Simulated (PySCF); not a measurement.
IK, triplet, at the geometry of the source list (a higher spin typed on purpose: for a closed-shell molecule this is an excited state) (core potentials on I); REVPBE/def2-SVPD (PySCF).

PySCF was given this input:
```python
from pyscf import gto, scf, dft

mol = gto.M(
    atom='''
K    -1.058900   -0.752200   -0.902200
I     1.058900    0.752200    0.902200
''',
    basis='def2-svpd',
    ecp={'I': 'def2-svpd'},
    charge=0,
    spin=2,
    verbose=4,
)

mf = dft.UKS(mol)
mf.xc = 'revpbe'
mf.kernel()
```

What the program printed (banner, timings and long lists left out):

```
PySCF version 2.14.0

[INPUT] verbose = 4
[INPUT] num. atoms = 2
[INPUT] num. electrons = 44
[INPUT] charge = 0
[INPUT] spin (= nelec alpha-beta = 2S) = 2
[INPUT] symmetry False subgroup None
[INPUT] Mole.unit = angstrom
[INPUT] Symbol           X                Y                Z      unit          X                Y                Z       unit  Magmom
[INPUT]  1 K     -1.058900000000  -0.752200000000  -0.902200000000 AA   -2.001030993302  -1.421451990898  -1.704910909583 Bohr   0.0
[INPUT]  2 I      1.058900000000   0.752200000000   0.902200000000 AA    2.001030993302   1.421451990898   1.704910909583 Bohr   0.0

nuclear repulsion = 79.4702399847727
number of shells = 24
number of NR pGTOs = 124
number of NR cGTOs = 62
basis = def2-svpd
ecp = {'I': 'def2-svpd'}

******** <class 'pyscf.dft.uks.UKS'> ********
method = UKS
initial guess = minao
damping factor = 0
level_shift factor = 0
DIIS = <class 'pyscf.scf.diis.CDIIS'>
diis_start_cycle = 1
diis_space = 8
diis_damp = 0
SCF conv_tol = 1e-09
SCF conv_tol_grad = None
SCF max_cycles = 50
direct_scf = True
direct_scf_tol = 1e-13
number electrons alpha = 23  beta = 21
XC library pyscf.dft.libxc version 7.1.2
    S. Lehtola, C. Steigemann, M. J. T. Oliveira, and M. A. L. Marques,  SoftwareX 7, 1–5 (2018)
XC functionals = revpbe
    Y. Zhang and W. Yang,  Phys. Rev. Lett. 80, 890 (1998)
    J. P. Perdew, K. Burke, and M. Ernzerhof,  Phys. Rev. Lett. 77, 3865 (1996)
    J. P. Perdew, K. Burke, and M. Ernzerhof,  Phys. Rev. Lett. 78, 1396 (1997)
radial grids:
    Treutler-Ahlrichs [JCP 102, 346 (1995); DOI:10.1063/1.469408] (M4) radial grids

becke partition: Becke, JCP 88, 2547 (1988); DOI:10.1063/1.454033
pruning grids: <function nwchem_prune>
grids dens level: 3
symmetrized grids: False
atomic radii adjust function: <function treutler_atomic_radii_adjust>
small_rho_cutoff = 0
Set gradient conv threshold to 3.16228e-05
tot grids = 42000
init E= -866.388726341094

cycle= 1 E= -894.209025106719  delta_E= -27.8  |g|= 2.38  |ddm|= 6.81
cycle= 2 E= -884.756494030124  delta_E= 9.45  |g|= 2.65  |ddm|= 7.79

cycle= 3 E= -895.83642228832  delta_E= -11.1  |g|= 0.926  |ddm|= 6.63

cycle= 4 E= -897.279608873639  delta_E= -1.44  |g|= 0.374  |ddm|= 4.32

cycle= 5 E= -897.413392950942  delta_E= -0.134  |g|= 0.16  |ddm|= 1.94

cycle= 6 E= -897.431081319779  delta_E= -0.0177  |g|= 0.0534  |ddm|= 1.13

cycle= 7 E= -897.431339363937  delta_E= -0.000258  |g|= 0.0527  |ddm|=  1.1

cycle= 8 E= -897.43310447504  delta_E= -0.00177  |g|= 0.03  |ddm|= 1.09

cycle= 9 E= -897.433330747215  delta_E= -0.000226  |g|= 0.0258  |ddm|= 0.175

cycle= 10 E= -897.433530081762  delta_E= -0.000199  |g|= 0.0214  |ddm|= 0.166

cycle= 11 E= -897.433765054228  delta_E= -0.000235  |g|= 0.0145  |ddm|= 0.0314

cycle= 12 E= -897.433961989486  delta_E= -0.000197  |g|= 0.00259  |ddm|= 0.0293

cycle= 13 E= -897.433968206615  delta_E= -6.22e-06  |g|= 0.000516  |ddm|= 0.00511

cycle= 14 E= -897.433968462074  delta_E= -2.55e-07  |g|= 6.23e-05  |ddm|= 0.00165

cycle= 15 E= -897.433968465443  delta_E= -3.37e-09  |g|= 2.5e-05  |ddm|= 0.000338

cycle= 16 E= -897.433968465992  delta_E= -5.49e-10  |g|= 5.99e-06  |ddm|= 0.000104

Extra cycle  E= -897.43396846599  delta_E= 1.82e-12  |g|= 4.05e-06  |ddm|= 6.89e-05
converged SCF energy = -897.43396846599  <S^2> = 2.0013771  2S+1 = 3.0009179
```
